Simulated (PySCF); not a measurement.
C4H5BF3N.
Atom-mapped SMILES: `[BH3-:1][N+:2]#[C:3][CH2:4][C:5]([F:6])=[C:7]([F:8])[F:9]` (hydrogens: H10, H11, H12 on B1; H13, H14 on C4)

Method used: TDDFT PBE0/def2-SVPD, vertical, gas phase, core orbitals frozen in the response in PySCF. Geometry: PBE0-D3(BJ)/def2-SVP, one conformer, isolated molecule. Torsions of this conformer, `[BH3-:1][N+:2]#[C:3][CH2:4][C:5]([F:6])=[C:7]([F:8])[F:9]`: C3–C4–C5–F6 62°.

```tsv
state	E (eV)	E (hartree)	f	main configurations (H = HOMO, L = LUMO)
S1	5.36	0.1968	0.0027	H→L (84%)
S2	5.57	0.2048	0.031	H-1→L (61%), H→L+1 (31%)
S3	5.68	0.2087	0.0072	H-1→L+1 (88%)
S4	6.13	0.2253	0.077	H-2→L (81%), H-2→L+2 (12%)
S5	6.44	0.2367	0.390	H→L+1 (47%), H-1→L (31%), H-1→L+3 (10%)
S6	6.55	0.2409	0.013	H-2→L+1 (96%)
```

The lowest singlet comes at 232 nm (517 kJ/mol) in the ultraviolet; it is very weak; its leading configuration is HOMO→LUMO (84%). The most intense listed level is S5 at 6.44 eV (192 nm, f = 0.390), 1.09 eV above S1. Löwdin shares by element: HOMO (one of a set within 0.03 eV) boron 38%, hydrogen 35% or more, nitrogen 10% (atoms not listed hold the other 17%); LUMO carbon 44% or more, nitrogen 23% (atoms not listed hold the other 33%). The oscillator strengths of these states sum to 0.521; summed over the whole spectrum of an exact calculation they would give the number of electrons, 68 (Thomas–Reiche–Kuhn). Weighted by f, the mean energy of these states is 6.33 eV. Of the 6 states listed, 4 reach f = 0.01 and none stays under 0.0005. Singlets were solved by full linear response.
